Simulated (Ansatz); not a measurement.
C2H10B2Si can be A, `BC(C)B[SiH3]`, or B, `CB[SiH2]BC`.

Gas-phase electronic energies from Ansatz, PBE0-D4/def2-TZVP geometries. CCSD(T)/CBS is the MP2 limit (def2-TZVPP, def2-QZVPP) plus CCSD(T) − MP2 in def2-TZVPP, frozen cores. Functionals use def2-TZVPP. B3LYP here is the variant with VWN-RPA as its local correlation; programs differ in this. Each species was taken in one conformer, which may not be the lowest.

A:

```xyz
15

B    -0.504    0.408   -1.490
C    -0.709    0.184    0.036
C    -2.104   -0.191    0.511
B     0.511   -0.637    0.491
Si    2.410    0.032    0.414
H    -1.434    0.310   -2.239
H     0.561    0.738   -1.925
H    -0.450    1.254    0.240
H    -2.211   -0.069    1.591
H    -2.309   -1.239    0.282
H    -2.877    0.411    0.026
H     0.327   -1.765    0.863
H     2.520    1.478    0.066
H     3.079   -0.172    1.732
H     3.188   -0.742   -0.597
```

B:

```xyz
15

C    -2.556   -0.739   -0.339
B    -1.221   -0.236   -0.951
Si   -0.099    1.220   -0.120
B     1.230    0.158    0.964
C     2.632   -0.243    0.435
H    -3.330   -0.245   -0.952
H    -2.728   -1.810   -0.472
H    -2.750   -0.452    0.696
H    -0.827   -0.743   -1.966
H    -0.924    2.117    0.742
H     0.587    2.046   -1.159
H     0.913   -0.186    2.070
H     2.784   -0.153   -0.642
H     3.312    0.487    0.908
H     2.976   -1.221    0.784
```

(1) Which is lower in electronic energy at CCSD(T)/CBS, and by how much? (Best estimate.)

(2) Give E(B) − E(A) in kJ/mol with r2SCAN-D4, B2PLYP, B3LYP-D4, MP2/def2-TZVPP, PBE0-D4, HF/def2-TZVPP, CCSD(T)/def2-TZVPP. (Best estimate.)

Largest T1 diagnostic: 0.013.

## Answers

(1) Computed: B, by 23.5 kJ/mol.

(2) Ansatz gave: r2SCAN-D4 -33.2, B2PLYP -26.8, B3LYP-D4 -28.6, MP2/def2-TZVPP -16.8, PBE0-D4 -30.9, HF/def2-TZVPP -23.4, CCSD(T)/def2-TZVPP -22.4. None reverses the order clearly.

From PBE to PBE0 (25 % exact exchange), in def2-TZVPP and without D4, E(B) − E(A) moves by +4.7 kJ/mol. The D4 term adds +4.3 kJ/mol with B3LYP and +2.1 kJ/mol with PBE0; it sums over pairs of atoms, weighted by their polarisabilities, and B3LYP, whose exchange is more repulsive, gets the larger term.
